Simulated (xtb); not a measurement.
xtb input (GFN2-xTB):

```bash
xtb mol.xyz --gfn 2 --sp --chrg 1 --uhf 0
```
mol.xyz:
```
3

B     -0.00000000    -0.00000000    -1.12599825
Cl     0.00000000     0.00000000     0.46627717
H     -0.00000000    -0.00000000    -2.29672064
```

End of the output:

```
         :::::::::::::::::::::::::::::::::::::::::::::::::::::
         ::                     SUMMARY                     ::
         :::::::::::::::::::::::::::::::::::::::::::::::::::::
         :: total energy              -5.800016432977 Eh    ::
         :: gradient norm              0.084393422516 Eh/a0 ::
         :: HOMO-LUMO gap              5.352432203632 eV    ::
         ::.................................................::
         :: SCC energy                -5.830689544433 Eh    ::
         :: -> isotropic ES            0.155118580700 Eh    ::
         :: -> anisotropic ES         -0.010482702673 Eh    ::
         :: -> anisotropic XC         -0.005060330513 Eh    ::
         :: -> dispersion             -0.000592926807 Eh    ::
         :: repulsion energy           0.030673111456 Eh    ::
         :: add. restraining           0.000000000000 Eh    ::
         :: total charge               1.000000000000 e     ::
         :::::::::::::::::::::::::::::::::::::::::::::::::::::

           -------------------------------------------------
          |                Property Printout                |
           -------------------------------------------------

    * Orbital Energies and Occupations

         #    Occupation            Energy/Eh            Energy/eV
      -------------------------------------------------------------
         1        2.0000           -1.3185301             -35.8790
         2        2.0000           -0.8175504             -22.2467
         3        2.0000           -0.7765380             -21.1307
         4        2.0000           -0.7765380             -21.1307
         5        2.0000           -0.7732818             -21.0421 (HOMO)
         6                         -0.5765835             -15.6896 (LUMO)
         7                         -0.5765835             -15.6896
         8                         -0.3274465              -8.9103
         9                         -0.2852435              -7.7619
        10                         -0.2852435              -7.7619
        11                         -0.2660251              -7.2389
        12                         -0.2660251              -7.2389
        13                         -0.1120985              -3.0504
        14                          0.5427196              14.7682
      -------------------------------------------------------------
Note: The following floating-point exceptions are signalling: IEEE_UNDERFLOW_FLAG IEEE_DENORMAL
normal termination of xtb
                  HL-Gap            0.1966983 Eh            5.3524 eV
             Fermi-level           -0.6749327 Eh          -18.3659 eV

     #   Z          covCN         q      C6AA      α(0)
     1   5 B        1.764     0.384    33.141    12.130
     2  17 Cl       0.825     0.425    87.291    14.293
     3   1 H        0.939     0.191     1.142     1.671

 Mol. C6AA /au·bohr⁶  :        258.241018
 Mol. C8AA /au·bohr⁸  :       9956.556831
 Mol. α(0) /au        :         28.093841

Wiberg/Mayer (AO) data.
largest (>0.10) Wiberg bond orders for each atom

 ---------------------------------------------------------------------------
     #   Z sym  total        # sym  WBO       # sym  WBO       # sym  WBO
 ---------------------------------------------------------------------------
     1   5 B    3.111 --     2 Cl   2.160     3 H    0.951
     2  17 Cl   2.172 --     1 B    2.160
     3   1 H    0.963 --     1 B    0.951
 ---------------------------------------------------------------------------

Topologies differ in total number of bonds
Writing topology from bond orders to xtbtopo.mol

molecular dipole:
                 x           y           z       tot (Debye)
 q only:        0.000       0.000      -1.273
   full:        0.000       0.000      -0.691       1.755
molecular quadrupole (traceless):
                xx          xy          yy          xz          yz          zz
 q only:       -2.836       0.000      -2.836       0.000       0.000       5.672
  q+dip:       -3.463       0.000      -3.463       0.000       0.000       6.926
   full:       -2.187       0.000      -2.187       0.000       0.000       4.375

           -------------------------------------------------
          | TOTAL ENERGY               -5.800016432977 Eh   |
          | GRADIENT NORM               0.084393422516 Eh/α |
          | HOMO-LUMO GAP               5.352432203632 eV   |
           -------------------------------------------------

------------------------------------------------------------------------
------------------------------------------------------------------------
 total:
 SCF:
```
